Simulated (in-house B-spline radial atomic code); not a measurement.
Results of a calculation; reference values are marked as such.
# Sn in an electron gas of r_s = 1.5: phase shifts, screening and friction

A nucleus sits in a uniform electron gas with a rigid positive background. The Kohn-Sham equations are solved self-consistently in the spin-unpolarised LDA (PW92), non-relativistic, on B-splines with outgoing waves at the boundary and partial waves to l = 8. The model has no lattice, no bands and no magnetic solution. Atomic units; δ_l are the phase shifts at the Fermi level, counted so that each bound state adds π, and good to about 0.0005.

The density parameter is r_s = 1.5 bohr.

```json
{"l": "0", "δ_l (rad)": "12.4187"}
{"l": "1", "δ_l (rad)": "9.9824"}
{"l": "2", "δ_l (rad)": "6.5583"}
{"l": "3", "δ_l (rad)": "0.3695"}
{"l": "4", "δ_l (rad)": "0.0610"}
{"l": "5", "δ_l (rad)": "0.0152"}
{"l": "6", "δ_l (rad)": "0.0043"}
{"l": "7", "δ_l (rad)": "0.0012"}
{"l": "8", "δ_l (rad)": "0.0004"}
```

Bound levels below the band bottom (hartree): d -17.07, s -4.049, p -2.72, d -0.5325, s -0.04568 and deeper ones.

Question: Check the Friedel sum rule, and say where the screening charge sits.

Answer: k_F = (9π/4)^(1/3)/r_s = 1.27944. The rule is Z = (2/π) Σ (2l + 1) δ_l. The terms are s 7.906, p 19.065, d 20.876, f 1.647 and 0.507 beyond, in all 50.001 against Z = 50. Bound states hold 10 s, 18 p, 20 d electrons, so the scattering states carry 2.00 in all; where a term is smaller than its bound count, the bound level has drawn weight out of the band.

Question: Find the transport cross section and the electronic stopping of a 10 keV Sn ion (mass 118.71 u).

Answer: σ_tr = (4π/k_F²) Σ (l + 1) sin²(δ_l − δ_(l+1)). The terms for l = 0 to 3 are 0.4202, 0.1554, 0.0266, 0.3688, all together 0.9823, so σ_tr = 7.677 × 0.9823 = 7.541 bohr². With n = 3/(4π r_s³) = 0.07074, the friction coefficient is Q = n k_F σ_tr = 0.6825. For v well below v_F = 1.279, dE/dx = Q v; with 24801 eV per u at v = 1, v = √(10000/(24801 × 118.71)) = 0.0583, so dE/dx = 0.03977 hartree/bohr = 20.5 eV/nm. The largest term couples the s and p waves.
